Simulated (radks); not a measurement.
Task: Method: non-relativistic Kohn-Sham, LB94 model potential, spin-polarised, spherical densities, point nucleus; computed with a radial shooting solver on a logarithmic mesh with Libxc functionals. Response by self-consistent Sternheimer equations with the Hartree and adiabatic LDA kernel. Rank Mg2+, Al3+, Ne, P5+, S6+, Ar8+, Si4+, Cl7+ (NIST ground configurations) by static dipole polarisability, largest first.

Result: Ne 2.591, Mg2+ 0.4979, Al3+ 0.2790, Si4+ 0.1703, P5+ 0.1105, S6+ 0.07513, Cl7+ 0.05301, Ar8+ 0.03854 bohr^3.
